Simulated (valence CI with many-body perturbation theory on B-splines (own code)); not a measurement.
**Hyperfine factors and g values of Se¹³⁺**

Calculated by configuration interaction combined with many-body perturbation theory (CI+MBPT): three valence electrons over a frozen Dirac-Fock core [Ar], a basis of 9 s, 9 p, 10 d, 8 f, 5 g, 3 h, 1 i functions for each j, with the one-electron correlation potential Σ1 (screened to all orders), the two-electron term Σ2, the three-electron term Σ3, Breit, model QED; selected single and double excitations, second order for the rest (own B-spline code, finite nucleus).

No measured spectrum was set against this ion. As an estimate, terms of the open shell hold to 2 to 4 % of their energy, and close levels can change places. Core correlation moves these levels by up to 4200 cm⁻¹, and in measured spectra 5 to 20 % of such shifts remained as error; rates that hang on mixing are uncertain with them. Only levels of the ground parity were solved; by the run's estimate the other parity begins above the list, which can be wrong where configurations are misplaced.

A/g_I is the dipole constant over the nuclear g factor μ/I (μ in nuclear magnetons, uniformly magnetised nucleus), B/Q the quadrupole constant per barn. Both hold the static response of the core; the bare values leave it out. Large factors of s and p1/2 electrons are usually good to 5 to 10 %; those of open d and f shells near neutrality can be off by tens of per cent, and small factors of p3/2, d and f electrons come from cancelling terms and can be off by a factor of two or in sign, in half-filled shells by more. B is blank for J = 1/2, where it vanishes, and for nearly pure S terms. Energies count from the lowest level.

Names give the largest LS component (configuration and term), which can be under half, so a name can repeat, a term be missing and a line seem to break the LS rules; names also repeat where a configuration has a term twice. Letters in brackets count levels of one name in rising energy.

| Level | E (eV) | g | A/g_I (MHz) | A/g_I bare | B/Q (MHz/b) | B/Q bare |
| --- | --- | --- | --- | --- | --- | --- |
| 3d³ ⁴F_3/2 | 0.000 | 0.407 | 4490 | 4280 | -982 | -1010 |
| 3d³ ⁴F_5/2 | 0.492 | 1.029 | 2560 | 2590 | -948 | -980 |
| 3d³ ⁴F_7/2 | 1.071 | 1.234 | 2020 | 2130 | -1260 | -1300 |
| 3d³ ⁴F_9/2 | 1.685 | 1.325 | 1920 | 2060 | -1790 | -1840 |
| 3d³ ⁴P_3/2 | 4.737 | 1.617 | 1810 | 2060 | -2030 | -2090 |
| 3d³ ⁴P_1/2 | 4.794 | 2.501 | -3120 | -2510 |  |  |
| 3d³ ²G_7/2 | 5.378 | 0.892 | 3140 | 3120 | 1510 | 1570 |
| 3d³ ⁴P_5/2 | 5.577 | 1.591 | 573 | 823 | 2590 | 2670 |
| 3d³ ²G_9/2 | 5.723 | 1.068 | 2670 | 2720 | 2750 | 2840 |
| 3d³ ²D_3/2 [a] | 6.676 | 1.099 | 2800 | 2850 | -2610 | -2690 |
| 3d³ ²P_1/2 | 7.034 | 0.832 | 276 | 247 |  |  |
| 3d³ ²H_9/2 | 7.610 | 0.957 | 2500 | 2510 | 3920 | 4040 |
| 3d³ ²H_11/2 | 7.673 | 1.090 | 2550 | 2600 | 5690 | 5870 |
| 3d³ ²D_5/2 [a] | 7.934 | 1.204 | 2180 | 2270 | -1850 | -1910 |
| 3d³ ²P_3/2 | 8.441 | 1.138 | 2140 | 2210 | 343 | 346 |
| 3d³ ²F_7/2 | 11.551 | 1.140 | 2500 | 2580 | 1720 | 1780 |
| 3d³ ²F_5/2 | 11.767 | 0.862 | 2580 | 2550 | 2350 | 2430 |
| 3d³ ²D_5/2 [b] | 17.823 | 1.195 | 1890 | 1980 | 3930 | 4060 |
| 3d³ ²D_3/2 [b] | 18.023 | 0.798 | 4230 | 4160 | 3380 | 3490 |

(1) Take the isotope of mass number 79, with I = 7/2, μ = -1.018 μN and Q = 0.8 b. What is the hyperfine structure of 3d³ ⁴P_1/2?

Results:

(1) From the table A = 908 MHz. Shifts from the centre of gravity in MHz: F = 3: -2040, F = 4: 1590.
